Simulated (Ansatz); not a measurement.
Basis sets compared for HGe(SiH3)3 (Si₃GeH₁₀). Charge 0, multiplicity 1. Geometry r2SCAN-D4/def2-SVP. Ansatz on 2 threads of AMD EPYC 7R13 on a shared host; times are rough, and most runs start from earlier orbitals.

```xyz
14

Ge   -0.264   -0.176    0.605
Si   -1.928   -0.413   -1.082
Si    1.583   -1.594    0.109
Si    0.468    2.089    0.692
H    -0.861   -0.573    1.971
H    -1.344   -0.014   -2.400
H    -3.103    0.465   -0.793
H    -2.393   -1.830   -1.173
H     2.143   -1.214   -1.224
H     2.656   -1.446    1.140
H     1.154   -3.025    0.059
H    -0.676    3.004    0.989
H     1.516    2.265    1.742
H     1.049    2.461   -0.635
```

The 6-31G sets use Cartesian d functions. B3LYP takes the VWN-RPA correlation.

Binding counts from free atoms (Ge triplet, Si triplet, H doublet) in the same basis, without a counterpoise term.

```tsv
level	functions	energy (Eh)	HOMO (eV)	LUMO (eV)	binding per atom (eV)	wall time
PBE-D4/def2-SVP	136	-2950.1724	-6.87	-0.74	2.86	1.9 s
PBE-D4/def2-TZVP (with forces)	219	-2950.7431	-6.87	-1.00	2.87	3.9 s
r2SCANh-D4/def2-TZVP	219	-2951.4177	-7.50	-0.40	2.92	7.5 s
B3LYP-D4/6-31G	88	-2951.1304	-7.68	-0.13	2.73	2 s
B3LYP-D4/def2-TZVP	219	-2951.6625	-7.70	-0.38	2.91	4.9 s
PBE0-D4/def2-SVP	136	-2950.3291	-7.95	0.06	2.87	2.9 s
PBE0-D4/def2-TZVP	219	-2950.8950	-7.91	-0.18	2.88	6 s
```

Estimate the rows for PBE-D4/def2-TZVPD, r2SCANh-D4/def2-TZVPD, PBE0-D4/def2-TZVPD.


| level | functions | energy (Eh) | HOMO (eV) | LUMO (eV) | binding per atom (eV) | wall time |
| --- | --- | --- | --- | --- | --- | --- |
| PBE-D4/def2-TZVPD | 273 | -2950.7440 | -6.88 | -1.09 | 2.87 | 18 s |
| r2SCANh-D4/def2-TZVPD | 273 | -2951.4187 | -7.49 | -0.45 | 2.92 | 18 s |
| PBE0-D4/def2-TZVPD | 273 | -2950.8958 | -7.90 | -0.31 | 2.88 | 19 s |
